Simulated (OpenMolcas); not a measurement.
**Ionisation energies of gold**

| Property | Result |
| --- | --- |
| Program | OpenMolcas 26.06 |
| Basis | ANO-R2 [8s6p5d3f1g] |
| Scalar Hamiltonian | X2C, finite nucleus |
| Spin-orbit coupling | RASSI with atomic mean-field integrals over the reference wave functions, term energies averaged over their components |

Active shells in each charge state: the valence d shell, with orbitals averaged over the low states. Where CASPT2's correlated closed shells are named, they are those of the first ion.

A. CASSCF
B. SS-CASPT2, IPEA 0.25 Eh, imaginary shift 0.1 Eh (closed shells correlated: 5s 5p)
C. SS-CASPT2, IPEA 0 Eh, imaginary shift 0.1 Eh (closed shells correlated: 5s 5p)
D. SS-CASPT2, IPEA 0.25 Eh, imaginary shift 0.1 Eh (closed shells correlated: none)
E. SS-CASPT2, IPEA 0.25 Eh, imaginary shift 0.1 Eh (closed shells correlated: 4f 5s 5p)

Energies in eV between the lowest computed levels, named as in B; reference values from the NIST Atomic Spectra Database with their kind.

```tsv
From	To	A	B	C	D	E	Spin-orbit share in B	Reference
Au2+ 5d⁹ ²D_5/2	Au3+ 5d⁸ ³F₄	30.577	32.167	32.094	32.249	32.287	-0.392	30.000 (theoretical)
Au3+ 5d⁸ ³F₄	Au4+ 5d⁷ ⁴F_9/2	44.687	46.011	45.946	46.063	46.154	-0.079	45.000 (theoretical)
Au4+ 5d⁷ ⁴F_9/2	Au5+ 5d⁶ ⁵D₄	59.873	61.054	61.056	61.049	61.220	+0.313	60.000 (theoretical)
Au5+ 5d⁶ ⁵D₄	Au6+ 5d⁵ ⁶S_5/2	74.842	76.093	76.072	76.011	76.277	+0.796	74.000 (theoretical)
Au6+ 5d⁵ ⁶S_5/2	Au7+ 5d⁴ ⁵D₀	94.625	95.318	95.375	95.181	95.566	-1.377	94.000 (theoretical)
Au7+ 5d⁴ ⁵D₀	Au8+ 5d³ ⁴F_3/2	111.433	112.174	112.217	111.922	112.434	-0.585	112.000 (theoretical)
```

The lowest level within the active space need not be the ion's true ground level.
